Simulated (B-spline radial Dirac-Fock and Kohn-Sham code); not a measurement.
**Binding energies of As⁵⁺**

System: the As⁵⁺ ion in the configuration [Ar] 3d9 4p1 (an excited configuration); nuclear rms radius 4.0968 fm (A = 75).

Calculated with a radial atomic solver, using Dirac-Fock energy differences between relaxed states, corrected for Breit and QED terms. No correlation. Energies are counted from the vacuum level.

All terms are in eV, carry their sign (relaxation lowers the binding energy) and add up to the binding energy; ⟨r⟩ is the mean radius of the orbital in the initial state.

```tsv
subshell	−ε (Koopmans)	relaxation	Gaunt	retardation	self-energy	vacuum polarisation	binding energy	⟨r⟩ (bohr)
1s	12036.0	-46.09	-17.88	1.20	-8.96	0.88	11965.1	0.045
2s	1657.3	-21.04	-1.29	0.04	-0.96	0.09	1634.2	0.202
2p1/2	1483.6	-23.23	-2.42	0.26	0.10	-0.01	1458.4	0.175
2p3/2	1446.7	-22.83	-1.70	0.28	0.02	-0.01	1422.5	0.178
3s	305.3	-4.33	-0.15	0.00	-0.16	0.01	300.7	0.591
3p1/2	244.9	-4.30	-0.28	0.03	0.01	0.00	240.4	0.600
3p3/2	239.5	-4.15	-0.18	0.04	0.00	0.00	235.2	0.609
3d	136.9	-4.18	0.00	0.00	0.01	0.00	132.8	0.636
4p	65.35	-0.06	-0.03	0.01	0.00	0.00	65.26	1.788
```

For the deepest level, K (1s), the Breit terms make up -0.139 % of the binding energy, QED -0.067 % and orbital relaxation -0.385 %.
